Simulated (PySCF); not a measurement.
CH5ClGaN, SMILES [CH3][Ga]([NH2])[Cl].

Geometry optimised at PBE0-D3(BJ)/def2-SVP. The structure was generated by enumeration; whether it is a known compound was not checked. One conformer was computed; it need not be the lowest.

All values below come from M06-2X/def2-TZVP run with PySCF.

The molecule is in vacuum.

* **total energy**: -2481.00382 hartree
* **point group**: Cs
* **highest occupied level**: -8.97 eV
* **lowest empty level**: 0.37 eV
* **orbital gap**: 9.34 eV
* **dipole moment**: 2.91 D
* **quadrupole, principal values (traceless, Buckingham form, about the centre of nuclear charge)**: -3.65, 0.07, 3.58 D·Å
* **mean static polarisability**: 57.1 bohr³ (8.46 Å³)
* **polarisability, principal values**: 44.2, 61.6, 65.4 bohr³
